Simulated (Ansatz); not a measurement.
Start from `CN[BH][GeH3]` and change one atom or group to get `CN[BH][AlH2]`.

Ansatz, PBE0-D4/def2-TZVP geometries, multiplicity 1. Each molecule was computed in one conformer, which needn't be the lowest.

Scalar relativity is left out up to krypton.

```tsv
property	`CN[BH][GeH3]`
HOMO–LUMO gap (PBE0/def2-TZVPP) / eV	7.35
HOMO energy (PBE/def2-TZVPP) / eV	-6.54
LUMO energy (ωB97M-V/def2-TZVPP) / eV	1.49
HOMO–LUMO gap (PBE/def2-TZVPP) / eV	5.25
HOMO–LUMO gap (ωB97M-V/def2-TZVPP) / eV	11.39
HOMO–LUMO gap (B3LYP/def2-TZVPP) / eV	6.96
```

Question: Give the same properties after the change, and the shifts. (Estimate.)

Answer: Ansatz gave: 
```tsv
property	`CN[BH][AlH2]`	shift
HOMO–LUMO gap (PBE0/def2-TZVPP) / eV	5.06	-2.29
HOMO energy (PBE/def2-TZVPP) / eV	-5.73	0.81
LUMO energy (ωB97M-V/def2-TZVPP) / eV	-0.14	-1.63
HOMO–LUMO gap (PBE/def2-TZVPP) / eV	3.12	-2.13
HOMO–LUMO gap (ωB97M-V/def2-TZVPP) / eV	8.87	-2.52
HOMO–LUMO gap (B3LYP/def2-TZVPP) / eV	4.69	-2.27
```

With PBE0 the HOMO rises by 0.85 eV and the LUMO falls by 1.45 eV, so the gap narrows by about 2.30 eV. PBE moves the HOMO by 0.81 eV and ωB97M-V by 0.88 eV.

B3LYP here is the variant with VWN-RPA as its local correlation; programs differ in this.
